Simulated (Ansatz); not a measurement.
Cartesian coordinates in Å:
```
F 1.8024 -0.4156 -0.4956
B 0.7934 -0.2525 0.3328
C -0.6127 0.1867 -0.1915
F -0.6811 0.3774 -1.5577
H 0.9779 -0.4492 1.5023
H -0.9171 1.1168 0.3109
H -1.3629 -0.5636 0.0987
```

The species carries charge 0 and has multiplicity 1.

(1) List the CAM-B3LYP/def2-TZVPP orbital energies in eV (the Gaussian-basis code of Ansatz). (Best estimate.)

Answers

(1) The calculation gave: Occupied: -674.22, -673.28, -280.67, -187.38, -35.65, -34.78, -21.66, -17.53, -15.93, -15.59, -15.58, -14.67, -14.57, -12.58, -11.58, -10.49. Lowest empty: 0.23, 1.56, 2.21, 3.18, 3.18, 4.02, 5.06, 5.70.
